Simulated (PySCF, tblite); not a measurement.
C7H8O2Si.
Geometry (GFN2-xTB, Å), atoms numbered from 1 in this order:
```xyz
18
C7H8O2Si angstrom
C      0.053    3.501   -0.403
C     -0.025    2.230   -0.207
C     -0.175    0.930   -0.061
C      0.756    0.142    0.661
C      1.542   -0.525    1.280
C      2.482   -1.335    2.019
C     -1.331    0.229   -0.665
O     -2.223    0.816   -1.254
Si    -1.445   -1.686   -0.532
O     -2.807   -2.067   -1.322
H      0.569    3.917   -1.255
H     -0.384    4.209    0.283
H      2.498   -1.026    3.065
H      3.483   -1.220    1.603
H      2.192   -2.384    1.963
H     -0.302   -2.290   -1.210
H     -1.568   -2.080    0.867
H     -3.325   -1.353   -1.696
```

Jobs on this species (18 atoms, 80 electrons) with PySCF (density fitting) and tblite. Hardware of each: an Arm Neoverse V2 with one thread, shared host. The host was shared with other jobs, so the times are rough.

| level and settings | work | basis functions | SCF cycles | wall time |
| --- | --- | --- | --- | --- |
| PBE0/pcSseg-1 | shieldings, charges and field gradients, density and orbital grids written | 217 | ? | ? |
| GFN2-xTB | Hessian by finite differences | – | – | 0.69 s |
| GFN2-xTB | L-BFGS relaxation | – | – | 0.82 s |

Q: Fill in the missing figures.

A: 
- PBE0/pcSseg-1; shieldings, charges and field gradients, density and orbital grids written: 56 s, 16 SCF cycles

Q: What do all jobs in the table cost together?

A: About 58 s; the longest takes about 97 % of that, and about 81 times as long as the shortest.
